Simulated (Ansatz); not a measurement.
Input and output for BrGaH₄N₂ (`[NH2][Ga]([NH2])[Br]`).

```yaml
crystal:
  periodic: [false, false, false]
  atoms:
    - {symbol: N, position_ang: [-1.060877, 0.687679, -1.060816]}
    - {symbol: Ga, position_ang: [-0.261342, -0.267308, 0.250462]}
    - {symbol: N, position_ang: [1.505564, -0.232907, 0.634548]}
    - {symbol: Br, position_ang: [-1.591050, -1.627313, 1.524894]}
    - {symbol: H, position_ang: [-0.612404, 1.482159, -1.485340]}
    - {symbol: H, position_ang: [-2.063134, 0.775120, -1.074546]}
    - {symbol: H, position_ang: [2.182317, 0.123574, -0.019261]}
    - {symbol: H, position_ang: [1.900926, -0.941004, 1.230059]}
basis:
  gaussian: {orbitals: 6-31G}
magnetization: {spin_polarized: true, initial_magnetization: 0}
hamiltonian: {xc: {name: r2SCAN}, dispersion: rvv10}
output: {forces: true}
```

```sh
$ ansatz run in.yaml --threads 4 --pin off --events-out ev --progress --plain --max-ram 10444MiB
```

Shortened log:

```
Functional definition: r2SCAN+rVV10
913 factors; integrals over basis functions are off by at most 3.8e-4 eV
mean field evaluation 1: about -125431.7969 eV, gradient 5.9e1 eV
mean field evaluation 2: about -125378.7518 eV, gradient 1.1e2 eV
mean field evaluation 4: about -125445.4676 eV, gradient 8.9e0 eV
mean field evaluation 8: about -125445.7987 eV, gradient 9.3e-2 eV
mean field -125445.79875103 eV, -4610.0480738841 hartree, gradient 2.0e-5 eV, S^2 0.000000; 0 other end points of the search recorded, 0 dependent functions left out
reference -125445.79876910 eV, -4610.0480745480 hartree; 42, 42 occupied and 42, 42 virtual orbitals, 913 factors
Total energy: -125445.79876910 eV, -4610.0480745480 hartree
Atom 0 at    -1.060877     0.687679    -1.060816 Å, force     0.196099     0.023096     0.711563 eV/Å
Atom 1 at    -0.261342    -0.267308     0.250462 Å, force     0.504354     0.515757    -0.483417 eV/Å
Atom 2 at     1.505564    -0.232907     0.634548 Å, force    -0.507906    -0.341802    -0.412465 eV/Å
Atom 3 at    -1.591050    -1.627313     1.524894 Å, force    -0.380839    -0.389525     0.365012 eV/Å
Atom 4 at    -0.612404     1.482159    -1.485340 Å, force     0.214970     0.107478    -0.280625 eV/Å
Atom 5 at    -2.063134     0.775120    -1.074546 Å, force    -0.314277    -0.154745    -0.164757 eV/Å
Atom 6 at     2.182317     0.123574    -0.019261 Å, force     0.185618     0.302188    -0.103422 eV/Å
Atom 7 at     1.900926    -0.941004     1.230059 Å, force     0.101981    -0.062447     0.368112 eV/Å
Dipole moment:     0.401279     0.410473    -0.384495 e Å
```

Hardware: 4 threads of an Arm Neoverse V1 on a shared host. Wall time 5 s, peak host memory 0.23 GiB.
